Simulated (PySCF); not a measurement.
Species: C8H9PS.
Bonds: S1–P2 (double), P2–C3, C3–C4, C4–C5 (aromatic), C5–C6 (aromatic), C6–C7 (aromatic), C7–C8 (aromatic), C8–C9 (aromatic), C9–C10, P2–C10, C4–C9 (aromatic). Hydrogens: H11 on P2; H12, H13 on C3; H14 on C5; H15 on C6; H16 on C7; H17 on C8; H18, H19 on C10.

Computed with PySCF at PBE0/pcSseg-1, non-relativistic, on one gas-phase PBE0-D3(BJ)/def2-SVP geometry that isn't relaxed in the solvent. The solvent is an IEF-PCM continuum (van der Waals radii × 1.2). The model holds no explicit solvent molecules, cavitation or dispersion.

Gas phase at PBE0/pcSseg-1: HOMO -6.64 eV, LUMO -0.84 eV, dipole 4.67 D.

Task: What does the continuum do to the energy, the frontier levels and the dipole at PBE0/pcSseg-1 in acetone?

Result: 
```json
{"solvent": "acetone", "ε": "20.49", "E(solvent) − E(gas) (kJ/mol)": "-37.31", "polarisation term (kJ/mol)": "-45.71", "distortion of the solute (kJ/mol)": "8.40", "HOMO (eV)": "-6.95", "LUMO (eV)": "-0.60", "dipole (D)": "6.23"}
```

The first energy column is the sum of the next two and covers electrostatics alone.

Task: Which radius a makes the point-dipole formula ΔE = −[(ε − 1)/(2ε + 1)]·μ²/a³ give the value in acetone, with the gas-phase dipole?

Result: μ = 1.837 au and |ΔE| = 0.01421 Eh give a = 2.54 Å; the farthest nucleus lies 4.27 Å from the centroid of the nuclei, so such a sphere wouldn't even hold the nuclei. The formula assumes a rigid point dipole at the centre of a sphere.

Task: Which Mulliken charges (PBE0/pcSseg-1) respond most in acetone (means over atoms taken as equivalent)?

Result: 
```
  atoms                        environment  gas (e)  solvent (e)  change
     S1                 sulfur bonded to P   -0.389       -0.536  -0.147
     P2  phosphorus bonded to 2 C, S and H   +0.436       +0.500  +0.064
    H11                       P–H hydrogen   +0.091       +0.122  +0.031
H12/H19                 methylene hydrogen   +0.170       +0.188  +0.018
H14/H17                  aromatic hydrogen   +0.078       +0.093  +0.015
  C6/C7                 aromatic CH carbon   -0.074       -0.088  -0.014
H15/H16                  aromatic hydrogen   +0.101       +0.115  +0.014
  C4/C9        substituted aromatic carbon   -0.207       -0.220  -0.013
```

Task: Which Mayer bond orders change most in acetone?

Result: 
```json
{"bond": "S1–P2", "length (Å)": "1.937", "gas": "1.702", "solvent": "1.565", "change": "-0.137"}
{"bond": "P2–C3", "length (Å)": "1.845", "gas": "0.877", "solvent": "0.902", "change": "+0.025"}
{"bond": "C10–P2", "length (Å)": "1.845", "gas": "0.877", "solvent": "0.902", "change": "+0.025"}
{"bond": "C9–C4", "length (Å)": "1.409", "gas": "1.319", "solvent": "1.309", "change": "-0.010"}
{"bond": "C10–H19", "length (Å)": "1.099", "gas": "0.930", "solvent": "0.921", "change": "-0.009"}
{"bond": "C3–H12", "length (Å)": "1.099", "gas": "0.930", "solvent": "0.922", "change": "-0.008"}
{"bond": "C3–C4", "length (Å)": "1.504", "gas": "1.037", "solvent": "1.044", "change": "+0.007"}
{"bond": "C9–C10", "length (Å)": "1.505", "gas": "1.037", "solvent": "1.044", "change": "+0.007"}
```

Task: How do the nuclear quadrupole coupling constants eQVzz/h respond in acetone?

Result: 
| nucleus | Q (barn) | gas (MHz) | solvent (MHz) | η gas | η solvent |
| --- | --- | --- | --- | --- | --- |
| 33S at S1 | -0.06781 | -37.51 | -36.33 | 0.07 | 0.06 |

The run took 68 s of wall time on an Intel Xeon Platinum 8259CL at 2.50 GHz with one thread, shared host, and the process peaked at 1.4 GiB of memory. This is the whole shielding run at PBE0/pcSseg-1 in acetone, SCF included.
